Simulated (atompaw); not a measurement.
**Which change was made? (Ta, PAW (atompaw))**

```
Element                 : Ta (Z = 73)
Generator               : atompaw 4.2.0.5
Type                    : PAW
Functional              : PBE
Relativity              : scalar-relativistic
Frozen core             : [Kr] 4d10 4f14
Valence charge          : 13
Reference configuration : 5s2 5p6 5d3 6s1.75 6p0.25
Partial waves           : 5s (bound): rc 1.50 bohr; 6s (bound): rc 2.90 bohr; 5p (bound): rc 1.75 bohr; 6p (bound): rc 2.90 bohr; 5d (bound): rc 2.90 bohr; 5d channel at 2.55 Ry: rc 2.90 bohr
Local potential         : vpsmatchnc scheme with l = 3 at 0 Ry, radius 2.10 bohr
Core correction         : smooth core density matched at 1.80 bohr
Augmentation charge     : besselshape compensation charge, radius 2.55 bohr; PAW radius 2.90 bohr; waves and projectors: custom rrkj vanderbiltortho
```

Cutoffs, loose and tight: the cutoffs (Ry, on a coarse ladder) from which the occupation-weighted sum of valence levels, in a spherical-Bessel basis at the reference potential, stays within 10 and 1 mRy of its value at 400 Ry. They see the waves, projectors and local potential, not the compensation charge or the core.

The base gives: outcome: generated; cutoff, loose: 25 Ry; cutoff, tight: 50 Ry; bound ghosts: s, p.

**Question.** After one change the result is: outcome: failed: atompaw: The overlap operator has at least one negative eigenvalue!. Which change was it?
A. wave 6s (bound): rc 2.90 bohr becomes 6s (bound): rc 2.08 bohr
B. wave 6s (bound): rc 2.90 bohr becomes 6s (bound): rc 1.62 bohr
C. wave 6s (bound): rc 2.90 bohr becomes 6s (bound): rc 2.84 bohr

**Answer.** A. The others give: wave 6s (bound): rc 2.90 bohr becomes 6s (bound): rc 2.84 bohr → outcome: generated; cutoff, loose: 50 Ry; cutoff, tight: 50 Ry; bound ghosts: s, p | wave 6s (bound): rc 2.90 bohr becomes 6s (bound): rc 1.62 bohr → outcome: generated; cutoff, loose: 35 Ry; cutoff, tight: 50 Ry; bound ghosts: s, p.
